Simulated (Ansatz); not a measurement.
# CHBClF: structure from calculated spectroscopic constants

These gas-phase data were calculated for one isomer of CHBClF at PBE0-D4/def2-TZVP (harmonic, unscaled wavenumbers; equilibrium rotational constants with average atomic masses):

| Item | Value |
| --- | --- |
| rotational constants | 55.63, 2.22, 2.135 GHz |
| all wavenumbers above 1500 cm⁻¹ | 3174, 1706 |
| dipole moment | 2.00 D (PBE0/def2-TZVPD) |

Candidates:

(1) `FB=CCl`, a singlet
(2) `FC=BCl`, a singlet

Question: Which structure fits? Where the bands don't settle it, estimate the moments of inertia from typical bond lengths.

Answer: Candidate (2). The rotational constants decide: (1) would give 33.76, 2.54, 2.363 GHz.

The same quantities for all candidates:

```tsv
	rotational constants (GHz)	wavenumbers above 1500 cm⁻¹	dipole (D)	E above the lowest, PBE0-D4/def2-TZVP (kcal/mol)
(1)	33.76, 2.54, 2.363	3231, 1852	1.88	0.0
(2)	55.63, 2.22, 2.135	3174, 1706	2.00	19.1
```

Harmonic stretches to hydrogen usually lie a few per cent above observed fundamentals. Programs: Ansatz 0.2.0.
